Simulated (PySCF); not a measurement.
C₇H₇N.
Geometry (PBE0-D3(BJ)/def2-SVP, Å), atoms numbered from 1 in this order:
```
atom  x, y, z in Å
C1    -3.2615    0.6348    0.5729
C2    -2.1410    0.4685   -0.1480
C3    -0.8385    0.2362    0.4322
C4     0.2971    0.0682   -0.2858
C5     1.5830   -0.1614    0.3143
C6     2.7255   -0.3306   -0.3916
C7     3.9868   -0.5562    0.2220
N8     5.0235   -0.7410    0.7119
H9    -3.2423    0.6009    1.6666
H10   -4.2283    0.8089    0.0956
H11   -2.1930    0.5080   -1.2423
H12   -0.7816    0.1957    1.5270
H13    0.2501    0.1071   -1.3804
H14    1.6287   -0.1999    1.4082
H15    2.7147   -0.2979   -1.4859
```

All values: CAM-B3LYP/def2-SVPD (PySCF, non-relativistic), on one gas-phase PBE0-D3(BJ)/def2-SVP geometry that isn't relaxed in the solvent. The solvent is an IEF-PCM continuum (van der Waals radii × 1.2). Only the electrostatic response of the medium enters.

Gas phase at CAM-B3LYP/def2-SVPD: HOMO -7.96 eV, LUMO -1.51 eV, dipole 5.49 D.

Question: What does the continuum do to the energy, the frontier levels and the dipole at CAM-B3LYP/def2-SVPD in benzene and chloroform?

Answer: 
| solvent | ε | E(solvent) − E(gas) (kcal/mol) | polarisation term (kcal/mol) | distortion of the solute (kcal/mol) | HOMO (eV) | LUMO (eV) | dipole (D) |
| --- | --- | --- | --- | --- | --- | --- | --- |
| benzene | 2.271 | -3.74 | -4.14 | 0.40 | -7.83 | -1.39 | 6.36 |
| chloroform | 4.711 | -5.96 | -6.98 | 1.02 | -7.77 | -1.34 | 6.85 |

Polarisation term: ½ Σ q·V over the induced surface charges. Distortion: the rise of the solute's own energy as its density leaves the gas-phase optimum. From benzene to chloroform the lowering changes by a factor 1.60, Onsager's factor (ε − 1)/(2ε + 1) by 1.55 and ε itself by 2.1.

Question: Which radius a makes the point-dipole formula ΔE = −[(ε − 1)/(2ε + 1)]·μ²/a³ give the value in chloroform, with the gas-phase dipole?

Answer: μ = 2.159 au and |ΔE| = 0.00950 Eh give a = 2.96 Å; the farthest nucleus lies 5.02 Å from the centroid of the nuclei, so such a sphere wouldn't even hold the nuclei. The formula assumes a rigid point dipole at the centre of a sphere.

Question: Give the dipole vector in the frame of the coordinates (D, pointing from negative to positive charge), gas and chloroform.

Answer: Gas (-5.27, 0.91, -1.22), solvent (-6.60, 1.13, -1.44). Its length changes by +25 % and its direction by less than 1°.

Question: How does the static polarisability (CAM-B3LYP/def2-SVPD, frozen core, with the continuum's full static response) change?

Answer: 
```json
{"medium": "gas", "isotropic (au)": "118.1", "principal values (au)": "54.4, 75.1, 224.8", "⟨r²⟩ of the electrons (bohr²)": "1798.8"}
{"medium": "benzene", "isotropic (au)": "139.5", "principal values (au)": "61.3, 86.1, 271.1", "⟨r²⟩ of the electrons (bohr²)": "1800.6"}
{"medium": "chloroform", "isotropic (au)": "153.6", "principal values (au)": "66.8, 94.3, 299.8", "⟨r²⟩ of the electrons (bohr²)": "1801.7"}
```

The isotropic value in chloroform is 1.30 times the gas-phase one; no cavity-field correction is applied. ⟨r²⟩ is taken about the centre of nuclear charge.

Hardware: Arm Neoverse V1, one thread, shared host with 32 logical CPUs at a one-minute load of 27. Cost: 41 s wall, 1.2 GiB resident at most. This is the whole response run at CAM-B3LYP/def2-SVPD in chloroform, SCF included.
